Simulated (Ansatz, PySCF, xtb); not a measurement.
Noncovalent pair: HF (SMILES F) (first 2 atoms) with C4H6 (SMILES C=CC=C); geometry from B3LYP-D3(BJ)/def2-TZVP, rigid monomers moved along the line of their centres of mass till H2···C3 is 2.01 Å.
(charge 0, multiplicity 1):
```xyz
12

F      0.5360     0.0197     0.2479
H      0.6546     0.2495     1.1478
C      1.1373     1.3046     2.7860
C      0.6899     0.1127     3.1996
C     -0.7026    -0.1892     3.4802
C     -1.1304    -1.3834     3.8898
H      0.4631     2.1415     2.6451
H      2.1882     1.4831     2.6028
H      1.3969    -0.7000     3.3418
H     -1.4133     0.6196     3.3393
H     -2.1758    -1.5737     4.0905
H     -0.4437    -2.2092     4.0340
```

Monomers are frozen at their geometry in the pair; levels with a basis set take the counterpoise correction. Rows marked so take none.

Cores are frozen in the correlated methods. Rows in 6-31G*, STO-3G carry no dispersion term and start afresh at each structure (6-31G* with six Cartesian d functions).

The values were computed with Ansatz (an electronic-structure program); PySCF for 6-31G* rows, STO-3G rows, the dispersion terms; xtb for the GFN methods. Each number belongs to the level named beside it.

| level | interaction energy (kcal/mol) |
|---|---|
| GFN1-xTB | -4.92 |
| GFN2-xTB | -4.61 |
| HF/STO-3G (no counterpoise) | 3.03 |
| HF/6-31G* (no counterpoise) | -1.56 |
| PBE-D3(BJ)/def2-TZVPPD | -5.29 |
| r2SCAN-D4/def2-TZVPPD | [?] |
| B3LYP-D4/def2-TZVPPD | -4.25 |
| wB97M-V/def2-TZVPPD | -4.32 |
| CCSD(T)/aug-cc-pVDZ | [?] |

Some entries are withheld; supply them.


- r2SCAN-D4/def2-TZVPPD, interaction energy (kcal/mol): -5.16
- CCSD(T)/aug-cc-pVDZ, interaction energy (kcal/mol): -2.55
